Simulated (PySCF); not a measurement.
**How methods differ on the ionisation energy of La³¹⁺**

La³¹⁺ [Ar] 3d8 [3d3/2^4 3d5/2^4, M_J = 4] → La³²⁺ [Ar] 3d7 [3d3/2^4 3d5/2^3, M_J = 9/2], as a difference of total energies. Calculation: PySCF 2.14, in an uncontracted even-tempered set (16 s from 5.2 bohr⁻², ratio 2.8; 12 p from 6.8 bohr⁻², ratio 2.8; 8 d from 6.8 bohr⁻², ratio 2.8; 3 f from 27 bohr⁻², ratio 3); the two-component X2C-1e Hamiltonian. Correlated levels: [Ne] frozen; the 74 highest virtual spinors dropped. "Screened" scales the spin-orbit matrix elements by Boettger's factors to mimic the two-electron term; Breit and QED terms are absent.

```tsv
method	ionisation energy (eV)
GHF (spin-free)	1980.1
GMP2 (spin-free)	1981.3
GHF (screened spin-orbit)	1974.6
GMP2 (screened spin-orbit)	1975.8
```

Breit and QED terms and the two-electron picture change are absent.

The spin-free rows relax to the high-spin LS determinant and lack the spin-orbit shift.

The labels give the starting determinants; with spin-orbit coupling the two ends relaxed to ⟨J²⟩ = 20.00, ⟨L²⟩ = 12.61, ⟨S²⟩ = 1.87 and ⟨J²⟩ = 24.75, ⟨L²⟩ = 14.52, ⟨S²⟩ = 2.92.

For comparison: 1974 ± 4 eV (theoretical estimate listed by NIST; NIST Atomic Spectra Database, ionization energies).
